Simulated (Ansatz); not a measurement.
Input file for Ansatz (a quantum-chemistry and plane-wave program): R-CCSD(T)/def2-SVPD on HI (SMILES I). Elements past Kr take the def2 small-core potentials; no spin–orbit coupling. The run froze 9 orbitals, filled d shells among them.

Ansatz 0.2 input:
```yaml
crystal:
  periodic: [false, false, false]
  atoms:
    - {symbol: I, position_ang: [0.55096457, -0.02754481, 4.45896030]}
    - {symbol: H, position_ang: [0.15012668, -0.23189658, 2.89157446]}
basis:
  gaussian:
    orbitals: def2-SVPD
magnetization: {spin_polarized: false}
correlation: {method: ccsd_t, electrons: outside_noble_gas}
scf: {lower_state_search: off}
```

Problem. Give the final energy of this run.

Solution. -297.3658 hartree (reference determinant -297.2329, T1 diagnostic 0.009).
